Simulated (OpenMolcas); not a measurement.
Re4+ (d3) in a complex was computed by CASSCF with the d shell active (OpenMolcas, ANO-RCC-VTZP on the metal). Its lowest spin-free states, and all those of the highest spin:

```csv
2S+1,Degeneracy,E (cm-1)
4,2,0.0
2,2,4614
2,2,12754
2,2,13100
2,1,14513
2,1,16162
4,2,17703
2,2,21560
4,1,23324
2,2,27746
2,1,28583
4,1,29199
4,1,29697
4,2,34835
4,1,44908
```

Question: Is the site octahedral, tetrahedral or cube-like, axial, or of lower symmetry?

Answer: The states with 2S+1 = 4 have orbital degeneracies 2, 2, 1, 1, 1, 2, 1. There are pairs but no triples, so the site is axial: not cubic, but with a proper or improper axis of order three or more. The run had Re4+ with 5 ligands (fluoride) in trigonal bipyramidal coordination (D3h) at 1.88 Å, the axial distance 2.049 Å. A charge of +0.2 e stands 2.8 Å behind each ligand. Ligand basis ANO-RCC-VDZP.

An orbital doublet at a regular site is open to a Jahn-Teller distortion, which this geometry leaves out. Without dynamic correlation the repulsion within the d shell is too large (B by tens of per cent), so at a given field states of lower spin stand too high. The least metal-like active orbital is 76 % on the metal (Löwdin) and no ligand orbital is active, so the numbers are rough. With metal d orbitals alone the field can be off either way by tens of per cent. Ligand-to-metal charge-transfer states are missing. With no ligand orbital active B as a rule stays too high, so bands that hang on it stand too high and its fall with covalency is understated. No measured value stands beside these numbers; the geometry is a model, was not optimised and need not be the one that this ion takes.
